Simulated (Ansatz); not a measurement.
CH4S2Si (`SC1[SiH2]S1`). Charge 0, multiplicity 1. The geometry is a stationary point of PBE0-D4/def2-TZVP. It is one conformer, not always the lowest.

```xyz
8

S     1.127   -0.849    1.345
C     0.029   -0.589   -0.024
Si   -0.188    1.128   -0.673
S    -1.694    0.065    0.293
H     0.505   -1.913    1.886
H     0.011   -1.406   -0.739
H     0.485    2.229    0.045
H    -0.275    1.335   -2.134
```

(1) What is the dipole moment at PBE/def2-TZVPP? (An estimate is asked.)

(2) And with r2SCAN, B3LYP, ωB97M-V? (Best estimate.)

(3) Give the Mulliken charges with PBE, B3LYP, r2SCAN in def2-TZVPP. (Best estimate.)

Results:

(1) The calculation gave: 1.16 D, with components (0.32, 0.03, -1.12) D in this frame, pointing from negative to positive charge.

(2) Computed: r2SCAN 1.26 D, B3LYP 1.29 D, ωB97M-V 1.31 D.

(3) The calculation gave: 
```
atom    PBE  B3LYP  r2SCAN
  S1  -0.15  -0.14   -0.14
  C2  -0.09  -0.13   -0.08
 Si3   0.27   0.33    0.36
  S4  -0.19  -0.21   -0.23
  H5   0.10   0.09    0.09
  H6   0.14   0.14    0.11
  H7  -0.03  -0.04   -0.05
  H8  -0.04  -0.05   -0.06
```

B3LYP here is the variant with VWN-RPA as its local correlation; programs differ in this.
